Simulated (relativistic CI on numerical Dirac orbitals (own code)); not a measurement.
# One change at a time: Nb³⁹⁺

Base calculation: Dirac-Coulomb-Breit CI, KLI orbitals optimised for each configuration, QED by a radiative potential, unscaled Slater integrals.

CI space: 1s2, 1s 2s, 1s 2p, 1s 3s, 1s 3p, 1s 3d, 1s 4s, 1s 4p, 1s 4d, 1s 4f, 1s 5s, 1s 5p, 1s 5d, 1s 5f, 1s 5g, 1s 6s, 1s 6p, 1s 6d. Levels of other configurations are missing.

Variants: (1) QED terms removed. Shifts of the energy above 1s2 1S_0, in eV, for the lowest level and the first level of each name with at least 55 % of one term (blank where a level changes its place among those of its configuration and J or its character, or is not in the variant):

```csv
Level,Base,Δ(1)
1s2 1S_0,0.0,0.0
1s 2s 3S_1,16979.4,+14.6
1s 2p 3P°_0,17032.9,+17.1
1s 2p 3P°_1,17034.6,+17.1
1s 2s 1S_0,17036.0,+14.6
1s 2p 3P°_2,17150.2,+16.9
1s 2p 1P°_1,17177.0,+16.9
1s 3s 3S_1,20153.2,+16.4
1s 3p 3P°_0,20167.9,+17.1
1s 3s 1S_0,20168.3,+16.4
1s 3p 3P°_1,20168.4,+17.1
1s 3p 3P°_2,20202.8,+17.0
1s 3d 3D_2,20209.4,+17.1
1s 3d 3D_1,20210.0,+17.1
```

At this charge energies of transitions that change n are usually good to better than 1 %, and those within a shell (Δn = 0) to a few per cent.

Ionisation energy from the two ground configurations alone: base 22646 eV; QED terms removed 22663.1 eV. The NIST ASD value (theoretical) is 22648 eV.

LS names give the leading component of a level, which can be under half, so a name can repeat, a term be missing and a line seem to break the LS rules.
